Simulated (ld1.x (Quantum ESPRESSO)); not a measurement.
Before and after: PAW potential for Ne

* Element: neon
* Generator: ld1.x (Quantum ESPRESSO) 7.5
* Type: PAW
* Functional: PBE
* Relativity: non-relativistic
* Frozen core: [He]
* Valence charge: 8
* Reference configuration: 2s2 2p6
* Partial waves: 2s (bound): rcut 0.40, rcutus 0.50 bohr; 2s channel at -1.85 Ry: rcut 0.40, rcutus 0.50 bohr; 2p (bound): rcut 0.90, rcutus 1.10 bohr; 2p channel at -0.55 Ry: rcut 0.90, rcutus 1.10 bohr
* Local potential: all-electron potential smoothed inside 1.00 bohr (lloc = -1)
* Core correction: Bessel-smoothed model core, default radius (core density twice the valence density)
* Augmentation charge: PSQ, inside the norm-conserving radii

All-electron outer shells of the reference configuration (PBE, non-relativistic, ld1.x):

```json
{"shell": "2s", "level (eV)": "-36.28", "outermost node (bohr)": "0.22", "outermost maximum (bohr)": "0.69"}
{"shell": "2p", "level (eV)": "-13.35", "outermost node (bohr)": "–", "outermost maximum (bohr)": "0.62"}
```

Change: waves 2p (bound): rcut 0.90, rcutus 0.96 bohr; 2p channel at -0.55 Ry: rcut 0.90, rcutus 0.96 bohr.

Cutoffs: the cutoffs (Ry, on a coarse ladder) from which the occupation-weighted sum of valence levels, in a spherical-Bessel basis at the reference potential, stays within 10 and 1 mRy of its value at 400 Ry; they do not see the model core or the augmentation charge, which bear on the density cutoff. Errors are all-electron minus pseudo energies relative to the spin-unpolarised reference configuration.

What does the change do?

The potential gets neither clearly harder nor softer (160 Ry and 300 Ry → 160 Ry and 300 Ry); the s channel sets the loose cutoff, while the largest relative change is in p, which becomes harder; of the 6 tests that both files solve, the error grows in 0 and shrinks in 5 by more than 15 % and 0.3 meV (median size 16.5 → 3.3 meV); neither file shows a bound ghost. Less of the atom is replaced, so other configurations are described better.

```csv
quantity,base,changed
"cutoff, loose",160 Ry,160 Ry
"cutoff, tight",300 Ry,300 Ry
loose cutoff by channel (10 mRy a level),"s 140 Ry, p 55 Ry","s 140 Ry, p 70 Ry"
bound ghosts,none,none
"error for 2s2 2p5, meV [ΔE 22.49 eV]",-3.2,-0.5
"error for 2s2 2p4, meV [ΔE 65.77 eV]",-30,-5.8
"error for 2s2 2p3, meV [ΔE 133.21 eV]",-106,-24
"error for 2s2 2p2, meV [ΔE 227.83 eV]",-224,-59
"error for 2s2 2p5.5, meV [ΔE 8.88 eV]",-0.3,-0.1
"error for 2s1 2p6, meV [ΔE 45.75 eV]",-2.4,-0.8
lowest overlap eigenvalue by channel,"s 0.69, p 0.91","s 0.69, p 0.97"
```
